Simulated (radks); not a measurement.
Effect of the nuclear size on the scandium ion Sc2+, [Ar] 3d1. Method: Dirac Kohn-Sham, exchange-only LDA, spin-unpolarised, spherical densities, finite nucleus; open shells fill j = l - 1/2 first; Fermi nuclear charge, rms radius 3.5459 fm; computed with a radial shooting solver on a logarithmic mesh with Libxc functionals. The rms radius is varied about that value; shifts are against it.

| rms radius (fm) | total energy shift (eV) | density at nucleus (e/bohr^3) | 1s1/2 shift (meV) | 2s1/2 shift (meV) |
|---|---|---|---|---|
| 3.1665 | -0.00781 | 7230 | -3.31 | -0.270 |
| 3.4041 | -0.00302 | 7215 | -1.28 | -0.104 |
| 3.5459 | 0 | 7207 | 0.000 | 0.000 |
| 3.8579 | 0.00706 | 7190 | 2.99 | 0.244 |
| 4.053 | 0.0118 | 7180 | 4.98 | 0.407 |

Slopes of the eigenvalues against <r^2> in GHz/fm^2, as finite differences over the two radii next to the reference (eigenvalue slopes, not the field-shift constants of lines): 1s1/2 313, 2s1/2 25.6.
